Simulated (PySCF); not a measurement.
C₄H₇BrO.
Numbering: `[CH3:1][O:2][C@@H:3]1[CH2:4][C@H:5]1[Br:6]` (hydrogens: H7, H8, H9 on C1; H10 on C3; H11, H12 on C4; H13 on C5)

Computed, not measured: PySCF, PBE0-D3(BJ)/def2-SVP geometry optimisation, gas phase.

(1) List the bond lengths, angles and torsions at this level.

Results:

(1) 
| bond | length (Å) | order |
| --- | --- | --- |
| C1–O2 | 1.401 | single |
| O2–C3 | 1.374 | single |
| C3–C4 | 1.491 | single |
| C4–C5 | 1.499 | single |
| C5–Br6 | 1.910 | single |
| C3–C5 | 1.499 | single |
| C1–H7, C1–H8, C1–H9 | 1.104 | single |
| C3–H10 | 1.101 | single |
| C4–H11 | 1.092 | single |
| C4–H12 | 1.093 | single |
| C5–H13 | 1.092 | single |

Bonds in one row agree within 0.01 Å and their mean is given. Orders are formal, as drawn. A selection of angles:
| angle | degrees |
| --- | --- |
| O2–C1–H7 | 111.8 |
| O2–C1–H8 | 107.6 |
| H7–C1–H8 | 108.9 |
| H7–C1–H9 | 108.0 |
| C1–O2–C3 | 113.2 |
| O2–C3–C4 | 117.2 |
| O2–C3–C5 | 118.6 |
| O2–C3–H10 | 115.6 |
| C4–C3–C5 | 60.2 |
| C4–C3–H10 | 117.5 |
| C5–C3–H10 | 116.5 |
| C3–C4–C5 | 60.2 |
| C3–C4–H11 | 117.9 |
| C3–C4–H12 | 117.0 |
| C5–C4–H11 | 118.5 |
| C5–C4–H12 | 116.4 |
| H11–C4–H12 | 115.6 |
| C4–C5–Br6 | 120.5 |
| C4–C5–H13 | 117.9 |
| Br6–C5–H13 | 111.8 |
| C3–C5–C4 | 59.6 |
| C3–C5–Br6 | 120.6 |
| C3–C5–H13 | 117.4 |

Dihedral angles: C1–O2–C3–C4 155° (antiperiplanar); O2–C3–C4–C5 -109° (anticlinal); C3–C4–C5–Br6 -110° (anticlinal); O2–C3–C5–C4 107° (anticlinal).

The C–O distances run from 1.374 Å (O2–C3, drawn single) to 1.401 Å (C1–O2, drawn single), a spread of 0.027 Å. Of the pairs four or more bonds apart, C5···H7 is among the closest relative to their van der Waals radii: 2.96 Å, 102 % of the sum of Bondi's values. O2 (ether oxygen) is bent (angle 113.2°). The 3-membered ring C3–C4–C5 has internal angles of 59.6° to 60.2°.

Point group: C1 (no symmetry element, even within 0.4 Å). No PBE0-D3(BJ)/def2-SVP frequencies stand behind this structure, so it isn't proved a minimum. The numbers are those of one conformer.
